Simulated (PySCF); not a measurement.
**Cr²⁺: ionisation energy**

Cr²⁺ [Ar] 3d4 (5D) → Cr³⁺ [Ar] 3d3 (4F), as a difference of total energies. Computed with PySCF 2.14 in x2c-TZVPPall with one added diffuse shell each of s, p, d, f type (7s6p5d3f1g, 80 functions), with scalar relativity by spin-free X2C-1e. Correlated levels: valence: [Ar] frozen. The calculations carry no spin-orbit coupling.

```csv
method,ionisation energy (eV),difference from reference (eV)
UHF,29.673,-1.286
MP2 (valence),30.301,-0.658
SCS-MP2 (valence),29.882,-1.077
CCSD (valence),30.363,-0.596
CCSD(T) (valence),30.371,-0.588
```

Reference: 30.959 ± 0.025 eV (measured; NIST Atomic Spectra Database, ionization energies).

The reference lies between the lowest fine-structure levels, while these numbers refer to the centres of the terms.

Errors of the correlated levels include the incompleteness of this basis and the frozen core.
